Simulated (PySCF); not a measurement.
The first ionisation energy along the 4d series

Calculated with PySCF 2.14 from differences of total energies of unrestricted determinants, without spin-orbit coupling. Values in eV. The last column holds reference values (NIST; (s) semi-empirical, (t) theoretical, else measured). Unmarked ones compare directly (S terms, centres of terms, or small fine structure); those marked * lie between the lowest fine-structure levels and include a spin-orbit shift.

```tsv
element	configurations	UHF	PBE	PBE0	r2SCAN	CCSD (valence)	CCSD(T) (valence)	reference
Zr (aug-cc-pVTZ-DK, spin-free X2C)	[Kr] 4d2 5s2 → [Kr] 4d2 5s1	5.184	6.413	6.274	6.110	6.343	6.425	6.639
Nb (aug-cc-pVTZ-DK, spin-free X2C)	[Kr] 4d4 5s1 → [Kr] 4d4	5.991	n/a	6.892	n/a	6.532	6.565	6.776
Mo (aug-cc-pVTZ-DK, spin-free X2C)	[Kr] 4d5 5s1 → [Kr] 4d5	6.251	7.464	7.200	7.485	6.859	6.899	7.092
Tc (aug-cc-pVTZ-DK, spin-free X2C)	[Kr] 4d5 5s2 → [Kr] 4d5 5s1	5.541	6.876	6.710	6.545	6.854	6.968	7.119
Ru (aug-cc-pVTZ-DK, spin-free X2C)	[Kr] 4d7 5s1 → [Kr] 4d7	6.296	7.764	7.469	7.669	7.130	7.212	7.365
Rh (aug-cc-pVTZ-DK, spin-free X2C)	[Kr] 4d8 5s1 → [Kr] 4d8	6.314	7.846	7.542	7.721	7.220	7.315	7.479
Pd (aug-cc-pVTZ-DK, spin-free X2C)	[Kr] 4d10 → [Kr] 4d9	6.256	8.872	8.453	8.501	8.112	8.334	8.512
```

Task: Which of these methods has the smallest mean absolute error against the measured values here?

Result: PBE0, with 0.175 eV.

| method | elements | mean error (eV) | mean absolute error (eV) | largest error (eV) |
| --- | --- | --- | --- | --- |
| UHF | 7 | -1.307 | 1.307 | -2.256 |
| PBE | 6 | 0.171 | 0.328 | 0.399 |
| PBE0 | 7 | -0.063 | 0.175 | -0.410 |
| r2SCAN | 6 | -0.029 | 0.342 | -0.575 |
| CCSD (valence) | 7 | -0.276 | 0.276 | -0.401 |
| CCSD(T) (valence) | 7 | -0.181 | 0.181 | -0.213 |

Errors include the incompleteness of the basis and the frozen core.

"Valence" correlates the outer s and p shells and, in groups 3 to 12 and the f block, the outer d or f shell, open or full, or the next shell where the ion has no valence electron left; the wider scheme adds the next inner shell.
